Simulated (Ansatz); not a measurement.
The cluster Cu2O2. The state is a quintet with charge 0. Geometry PBE0-D4/def2-SVP; atoms count from 1.

```xyz
4

Cu    0.426   -1.100   -0.671
Cu   -0.480    1.104    0.626
O    -0.949    0.079   -0.797
O     1.002   -0.084    0.842
```

At PBE0-D4/def2-TZVP a broken-symmetry singlet of charge 0 lies 2.25 eV below the quintet, each at its own geometry. The structure comes from a short search, and lower isomers may exist.

Q: Estimate the Mulliken populations from the PBE0/def2-TZVP orbitals of Ansatz.

A: 
```json
{"atom": "Cu1", "charge (e)": "0.41", "spin (α − β)": "1.06", "d electrons": "9.44"}
{"atom": "Cu2", "charge (e)": "0.41", "spin (α − β)": "1.06", "d electrons": "9.44"}
{"atom": "O3", "charge (e)": "-0.52", "spin (α − β)": "0.72", "d electrons": "–"}
{"atom": "O4", "charge (e)": "-0.30", "spin (α − β)": "1.15", "d electrons": "–"}
```
Mulliken values and Mayer orders depend strongly on the basis.

Q: Where does the spin sit?

A: Summed by element: Cu 2.13, O 1.87, of 4 unpaired in all. Largest on single atoms: O4 1.15, Cu1 1.06, Cu2 1.06.

Q: And the Mayer bond orders between bonded heavy atoms (over 0.3)?

A: Cu1–Cu2 0.52 (2.71 Å); Cu1–O3 0.85 (1.82 Å); Cu1–O4 0.64 (1.91 Å); Cu2–O3 0.85 (1.82 Å); Cu2–O4 0.64 (1.91 Å).
